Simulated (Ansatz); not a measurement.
The cluster AgTe₂, relaxed as a quartet with UKS PBE0-D4/def2-TZVP in Ansatz, starting from the PBE0-D4/def2-TZVP geometry of the neutral doublet. Force threshold 0.02 eV/Å.

In the def2 sets Ag, Te take a core potential; there is no spin–orbit coupling. The relaxation made no stability test and no search for a lower SCF solution. At PBE0-D4/def2-TZVP a doublet of charge 0 lies 1.17 eV below the quartet, each at its own geometry. The structure comes from a short search, and lower isomers may exist.

Start:

Cartesian coordinates in Å:
```
Ag -0.4908 0.8858 -1.1972
Te -0.1182 -1.5643 -0.0829
Te 0.6090 0.6785 1.2800
```

| step | energy (eV) | largest force component (eV/Å) | SCF passes |
| --- | --- | --- | --- |
| 1 | -18587.2620 | 1.370 | 24 |
| 2 (rejected) | -18587.1299 | 4.015 | 32 |
| 3 | -18587.4812 | 0.538 | 28 |
| 4 | -18587.5506 | 0.216 | 27 |
| 5 | -18587.5671 | 0.025 | 27 |
| 6 | -18587.5675 | 0.003 | 29 |

Force components are those of the run's own axes.

End:

Cartesian coordinates in Å:
```
Ag -0.583 1.053 -1.423
Te -0.050 -1.582 0.071
Te 0.634 0.528 1.352
```

By distances, no bond broke or formed. The bond that changes most is Ag1–Te2, from 2.72 to 3.08 Å (atoms count from 1).

No frequencies were taken in this run, so the end may be a saddle point.

It took 21 s on 4 threads of Arm Neoverse V2 on a shared host.
